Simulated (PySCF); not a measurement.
Two species compared at the same levels of theory.

First species: SiCl₄.
InChI=1S/Cl4Si/c1-5(2,3)4

Second species: nitrosyl bromide, BrNO.
InChI=1S/BrNO/c1-2-3

Levels: wB97X-D/def2-SVPD for dipole moment, HOMO energy, LUMO energy, HOMO–LUMO gap, static isotropic polarisability and electronic spatial extent ⟨r²⟩ about the centre of nuclear charge; TDDFT wB97X-D/def2-SVPD for lowest singlet excitation; TDA wB97X-D/def2-SVPD for lowest triplet excitation (Tamm–Dancoff). Geometries: PBE0-D3(BJ)/def2-SVP. Each species is one conformer at its optimised geometry, gas phase, non-relativistic unless stated; the electronic structure was computed with PySCF and density fitting.

Values for the first species:

| Property | Result |
| --- | --- |
| Dipole moment | 0.00 D |
| HOMO energy | -11.55 eV |
| LUMO energy | 0.59 eV |
| HOMO–LUMO gap | 12.14 eV |
| Lowest singlet excitation | 7.49 eV |
| Lowest triplet excitation (Tamm–Dancoff) | 7.07 eV |
| Static isotropic polarisability | 75.5 au |
| Electronic spatial extent ⟨r²⟩ about the centre of nuclear charge | 1146 bohr² |

Question: Estimate the same properties for the second species, and the change in each.

Answer: 
```csv
property,first,second,second less first
dipole moment,0.00 D,1.97 D,+1.97 D
HOMO energy,-11.55 eV,-10.06 eV,+1.49 eV
LUMO energy,0.59 eV,-2.04 eV,-2.63 eV
HOMO–LUMO gap,12.14 eV,8.02 eV,-4.12 eV
lowest singlet excitation,7.49 eV,2.29 eV,-5.20 eV
lowest triplet excitation (Tamm–Dancoff),7.07 eV,1.64 eV,-5.43 eV
static isotropic polarisability,75.5 au,42.0 au,-33.5 au
electronic spatial extent ⟨r²⟩ about the centre of nuclear charge,1146 bohr²,305 bohr²,-841 bohr²
```

On the first: The 10 singlets span 7.49 to 8.84 eV, and their oscillator strengths add up to 0.31. The vertical singlet–triplet gap S1 − T1 is 0.42 eV (TDDFT singlet less Tamm–Dancoff triplet).

On the second: The polarisability is 6.23 Å³ as a volume (1 au = 0.148185 Å³), or 0.84 au for each of the 50 electrons. In atomic units the dipole is 0.78 e·bohr (1 au = 2.5417 D). Relativistic effects, spin–orbit coupling among them, are left out although an element past zinc is present.
